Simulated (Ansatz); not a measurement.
`[CH3][AlH][N]=C=O` + `C[SeH]` → `[CH3][AlH][Se]C` + `N=C=O`  (ligand exchange at the Al–N bond)

Computed with Ansatz on PBE0-D4/def2-TZVP structures; ΔE is electronic, products minus reactants. CCSD(T)/CBS adds triple-zeta CCSD(T) − MP2 to the extrapolated MP2 energy (def2 sets, frozen cores). This one scheme is used for every species. DFT in def2-TZVPP. For Se outer-core shells are correlated without core-valence functions, which leaves a few kJ/mol of doubt a bond. Scalar relativity is left out up to krypton. One conformer a species, not always the lowest.

```csv
level,ΔE (kJ/mol)
r2SCANh-D4,28.6
PBE0,26.8
BHLYP,43.9
CCSD(T)/def2-TZVPP,32.3
```

What does CCSD(T)/CBS give? (An estimate is asked.)

Ansatz gave: +28.6 kJ/mol. The listed levels differ from it by 0.0, -1.8, 15.3, 3.7 kJ/mol.

Largest T1 diagnostic among the species: 0.018.

Leaving LDA and LC-ωPBE aside and taking each functional with its dispersion term where it has one, the values, not all of them listed here, spread over 20.3 kJ/mol, from PBE-D4 to CAM-B3LYP-D4. In def2-TZVPP, CCSD(T) changes the Hartree–Fock value by −19.1 kJ/mol (the triples alone add −4.2 kJ/mol) and MP2 by −19.9 kJ/mol. From PBE to PBE0 (25 % exact exchange), in def2-TZVPP and without D4, ΔE moves by +4.6 kJ/mol.
